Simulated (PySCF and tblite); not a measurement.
The numbers below are computed, except where a source is named.
C₆H₉F₃O, numbered as in [F:1][C:2]([F:3])([F:4])[C@@H:5]1[CH2:6][CH2:7][CH2:8][CH2:9][O:10]1.

Free energies: PBE0-D3(BJ)/def2-SVPD on PBE0-D3(BJ)/def2-SVP structures plus GFN2-xTB thermal terms, symmetry and mirror images included. Conformers within 4 kcal/mol (GFN2-xTB free energy) were kept, 5 at most. Run with PySCF (density fitting) and tblite.

The 6-ring runs over atoms 5–6–7–8–9–10.

```
conformer                                                                        shape  symmetry
        1                                   6-ring chair (all substituents equatorial)        C1
        2  6-ring between boat and twist-boat (ring torsions 49, -62, 19, 40, -54, 6°)        C1
        3                6-ring twist-boat (ring torsions 62, -25, -36, 66, -27, -36°)        C1
        4                                                      6-ring chair (C2 axial)        C1
```

Problem. Which of these conformers is the most populated at 298.15 K, and with what share?

Solution. Conformer 1, about 97 %.

Problem. Give the DFT energies and free energies relative to the lowest, and all weights.

Solution. 
```json
{"conformer": "1", "shape": "6-ring chair (all substituents equatorial)", "E(DFT) kcal/mol": "0.00", "G(298.15 K) kcal/mol": "0.00", "weight %": "97.0"}
{"conformer": "2", "shape": "6-ring between boat and twist-boat (ring torsions 49, -62, 19, 40, -54, 6°)", "E(DFT) kcal/mol": "5.87", "G(298.15 K) kcal/mol": "6.09", "weight %": "0.0"}
{"conformer": "3", "shape": "6-ring twist-boat (ring torsions 62, -25, -36, 66, -27, -36°)", "E(DFT) kcal/mol": "4.39", "G(298.15 K) kcal/mol": "4.36", "weight %": "0.1"}
{"conformer": "4", "shape": "6-ring chair (C2 axial)", "E(DFT) kcal/mol": "1.67", "G(298.15 K) kcal/mol": "2.08", "weight %": "2.9"}
```

Problem. How does its share change from 200 K to 400 K?

Solution. From 99 % to 93 %; the mixing entropy goes from 0.07 to 0.53 cal/(mol K).
